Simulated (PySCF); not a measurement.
**Ionisation energy of Rb⁺ by level of theory**

Rb⁺ [Kr] (1S) → Rb²⁺ [Ar] 3d10 4s2 4p5 (2P), as a difference of total energies. Calculation: PySCF 2.14, in x2c-SVPall; scalar relativity by spin-free X2C-1e. Correlated levels: valence: [Ar] 3d10 4s2 frozen. The calculations carry no spin-orbit coupling.

| method | ionisation energy (eV) | difference from reference (eV) |
| --- | --- | --- |
| UHF | 27.618 | +0.328 |
| r2SCAN | 28.923 | +1.633 |
| PBE0 | 28.807 | +1.517 |
| MP2 (valence) | 28.382 | +1.092 |
| SCS-MP2 (valence) | 28.324 | +1.034 |
| CCSD (valence) | 28.362 | +1.072 |
| CCSD(T) (valence) | 28.382 | +1.092 |

Reference: 27.290 eV (measured; NIST Atomic Spectra Database, ionization energies).

The reference lies between the lowest fine-structure levels, while these numbers refer to the centres of the terms.

Errors of the correlated levels include the incompleteness of this basis and the frozen core.
